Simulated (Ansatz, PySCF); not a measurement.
I2, triplet, geometry from GFN2-xTB (a higher spin typed on purpose: for a closed-shell molecule this is an excited state) (all electrons, no relativity). Base run: HF/STO-3G in PySCF.

Geometry (Å):
```xyz
2

I      0.0000     0.0000    -1.5842
I      0.0000     0.0000     1.5842
```
Charge 0, spin multiplicity 3.
Orbitals are unrestricted.
All else is at PySCF's defaults.

The same geometry, method and basis name were run in Ansatz (a quantum-chemistry and plane-wave program) and PySCF, at each program's defaults and at the settings that a row names. The base is PySCF at its defaults. Differences at the defaults can come from grids, fitting, cores and function types together.

```tsv
code and settings	ΔE vs base (mEh)	basis functions	E (Eh)
PySCF, defaults (exact integrals, spherical functions)	0.000	54	-13701.32192
Ansatz, defaults (factorised integrals, spherical functions)	-22.725	54	-13701.34464
Ansatz, high accuracy	-22.728	54	-13701.34465
```

Open shells are given as the SCF converged; they aren't shown to be the lowest states, and a large step between rows can be another state.
